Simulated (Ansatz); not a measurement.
Ansatz (a quantum-chemistry and plane-wave program) input (CCSD(T)/STO-3G):

Ansatz 0.2 input:
```yaml
crystal:
  periodic: [false, false, false]
  atoms:
    - {symbol: Si, position_ang: [-0.00516559, 0.00120856, 0.00336678]}
    - {symbol: O, position_ang: [1.38196873, -0.56400275, -0.38810617]}
    - {symbol: F, position_ang: [-0.70509950, -0.24960992, 1.34259802]}
    - {symbol: F, position_ang: [-0.73754981, 0.87443325, -1.01424822]}
    - {symbol: H, position_ang: [2.00041216, -1.12830789, 0.10256634]}
basis:
  gaussian:
    orbitals: STO-3G
total_charge: 1
magnetization: {spin_polarized: false}
correlation: {method: ccsd_t, electrons: outside_noble_gas}
```

End of the output:

```
integrals: 0.00 GiB planned
323 factors; integrals over basis functions are off by at most 4.9e-5 eV
mean field: 0.07 GiB planned
mean field evaluation 1: about -15122.8560 eV, gradient 3.4e1 eV
mean field evaluation 2: about -15122.8975 eV, gradient 3.4e1 eV
mean field evaluation 4: about -15127.4193 eV, gradient 1.5e0 eV
mean field evaluation 8: about -15127.4312 eV, gradient 2.5e-4 eV
mean field evaluation 16: about -15127.3531 eV, gradient 1.5e-1 eV
mean field -15127.43115297 eV, -555.9228411304 hartree, gradient 1.1e-6 eV, S^2 0.000000; 0 other end points of the search recorded, 0 dependent functions left out
8 core orbitals not correlated
reference -15127.43115297 eV, -555.9228411304 hartree; 12, 12 occupied and 5, 5 virtual orbitals, 323 factors
second order -3.31622348 eV of doubles, -0.00000000 eV of singles
coupled cluster: 0.04 GiB planned
cycle   1  -3.40108009 eV  change   -8.5e-2 eV  update   1.1e-1
cycle   2  -3.72013179 eV  change   -3.2e-1 eV  update   3.4e-2
cycle   3  -3.77905387 eV  change   -5.9e-2 eV  update   1.9e-2
cycle   4  -3.78119048 eV  change   -2.1e-3 eV  update   3.3e-3
cycle   5  -3.78055326 eV  change    6.4e-4 eV  update   1.2e-3
cycle   6  -3.78061458 eV  change   -6.1e-5 eV  update   3.9e-4
cycle   7  -3.78058197 eV  change    3.3e-5 eV  update   1.1e-4
cycle   8  -3.78056483 eV  change    1.7e-5 eV  update   4.9e-5
cycle   9  -3.78058007 eV  change   -1.5e-5 eV  update   1.3e-5
perturbative correction -0.33169221 eV, -0.0121894638 hartree
Total energy: -15131.54342524 eV, -556.0739643492 hartree
```

It need not be the lowest isomer of its formula.
